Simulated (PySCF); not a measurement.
SMILES C[O][Sn]([NH2])([NH2])[O]C, GFN2-xTB optimised geometry.

```
17

C     -0.43    -2.13     2.87
O     -0.98    -2.21     1.58
Sn    -0.40    -1.15     0.00
N      1.64    -1.15     0.00
N     -1.38    -1.97    -1.56
O     -0.98     0.76     0.00
C     -0.43     1.78     0.80
H     -0.74    -1.22     3.38
H      0.66    -2.18     2.86
H     -0.81    -2.99     3.41
H      1.99    -2.10    -0.06
H      1.99    -0.66    -0.82
H     -1.99    -1.28    -1.99
H     -1.99    -2.72    -1.23
H     -0.76     1.70     1.84
H      0.66     1.80     0.76
H     -0.82     2.72     0.38
```

Density from CAM-B3LYP/def2-SVP, def2 effective core potentials past Kr in PySCF at that geometry. The core electrons that the potentials of Sn replace are not part of the density.

Minimum of the electron density along straight lines between bonded atoms, close to the bond critical point (lines longer than 1.1 times the sum of covalent radii, or with two minima, are not listed):

| bond | length / Å | ρ at the minimum / e bohr⁻³ | ∇²ρ there / e bohr⁻⁵ | position (fraction from the first atom) |
|---|---|---|---|---|
| C1–O2 | 1.403 | 0.260 | -0.42 | 0.34 |
| O2–Sn3 | 1.992 | 0.103 | 0.55 | 0.49 |
| Sn3–N4 | 2.041 | 0.109 | 0.39 | 0.50 |
| Sn3–N5 | 2.021 | 0.113 | 0.41 | 0.51 |
| Sn3–O6 | 1.992 | 0.103 | 0.55 | 0.51 |
| O6–C7 | 1.403 | 0.260 | -0.42 | 0.66 |
| C1–H8 | 1.092 | 0.281 | -1.07 | 0.63 |
| C1–H9 | 1.092 | 0.282 | -1.07 | 0.63 |
| C1–H10 | 1.092 | 0.282 | -1.09 | 0.64 |
| N4–H11 | 1.015 | 0.326 | -1.49 | 0.77 |
| N4–H12 | 1.015 | 0.326 | -1.49 | 0.77 |
| N5–H13 | 1.016 | 0.326 | -1.49 | 0.77 |
| N5–H14 | 1.016 | 0.326 | -1.49 | 0.77 |
| C7–H15 | 1.092 | 0.281 | -1.07 | 0.63 |
| C7–H16 | 1.092 | 0.282 | -1.07 | 0.63 |
| C7–H17 | 1.092 | 0.282 | -1.09 | 0.64 |
